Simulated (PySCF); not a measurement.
BCl2I, SMILES ClB(Cl)I.

Geometry optimised at B3LYP-D3(BJ)/def2-SVP. The def2 effective core potentials stand for the cores of I; spin–orbit coupling is left out.

These are PySCF with HF/def2-TZVPD values and carry that method's errors.

Isolated molecule, no solvent.

```
Item                                                                                                            Value
---------------------------------------------------------------------------------------------  ----------------------
total energy                                                                                      -1240.48327 hartree
point group                                                                                                       C2v
highest occupied level                                                                                      -10.49 eV
lowest empty level                                                                                            0.94 eV
orbital gap                                                                                                  11.43 eV
dipole moment                                                                                                  0.01 D
quadrupole, principal values (traceless, Buckingham form, about the centre of nuclear charge)   -1.38, 0.54, 0.84 D·Å
mean static polarisability                                                                      72.3 bohr³ (10.71 Å³)
polarisability, principal values                                                               55.5, 73.6, 87.6 bohr³
```
